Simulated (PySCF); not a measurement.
H₃O₃Zr, SMILES [OH][Zr]([OH])[OH] (connectivity only; charge and spin as stated), neutral, multiplicity 2. Atoms are numbered in the order given.

```xyz
7

Zr     0.0000     0.0000     0.0000
O      1.9331     0.0000     0.0000
H      2.8989     0.0000     0.0000
O     -0.9666    -1.6741     0.0000
H     -1.4494    -2.5105     0.0000
O     -0.9666     1.6741     0.0000
H     -1.4494     2.5105     0.0000
```
Charge 0, spin multiplicity 2.

The structure is a stationary point at PBE-D3(BJ)/def2-SVP. The multiplicity is an assumed one; other spin states were not compared. The isomer is the one that the SMILES or the coordinates give; other isomers of the formula were not compared. The def2 effective core potentials stand for the cores of Zr; spin–orbit coupling is left out. Other conformers were not sampled.

Computed with PBE/def2-TZVPD (PySCF).

Mulliken values depend strongly on the basis, most of all with diffuse functions as here. ESP charges are fitted to the potential on shells at 1.4 to 2.0 van der Waals radii. Atomic charges (e):

```tsv
atom	Mulliken	ESP fit	Mulliken spin
Zr1	1.36	[?]	1.12
O2	-0.71	[?]	-0.05
H3	0.25	[?]	0.01
O4	-0.71	[?]	-0.05
H5	0.25	[?]	0.01
O6	-0.71	[?]	-0.05
H7	0.25	[?]	0.01
```

Some entries are withheld; supply them. (Estimate from the structure and the level; the computed values follow.)


- Zr1, ESP fit: 0.69
- O2, ESP fit: -0.61
- H3, ESP fit: 0.39
- O4, ESP fit: -0.63
- H5, ESP fit: 0.40
- O6, ESP fit: -0.63
- H7, ESP fit: 0.40
